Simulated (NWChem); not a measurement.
[Hf](=[N]C)([F])[F] (CH$_{3}$F$_{2}$HfN), optimised at PBE0/def2-SVP with NWChem:

| Item | Result |
|---|---|
| highest occupied level (eV) | -6.30 |
| orbital gap (eV) | 3.49 |
| dipole (D) | 4.09 |

One or both are not confirmed as a minimum by frequencies. def2 effective core potentials on Zr, Hf; no spin-orbit coupling.

**Question.** One Hf atom is replaced by Zr, giving [Zr](=[N]C)([F])[F] (CH3F2NZr), optimised at the same level. How do these values move?

**Answer.** 
| quantity | new value | change |
|---|---|---|
| highest occupied level (eV) | -6.45 | -0.15 |
| orbital gap (eV) | 3.83 | +0.34 |
| dipole (D) | 3.29 | -0.80 |
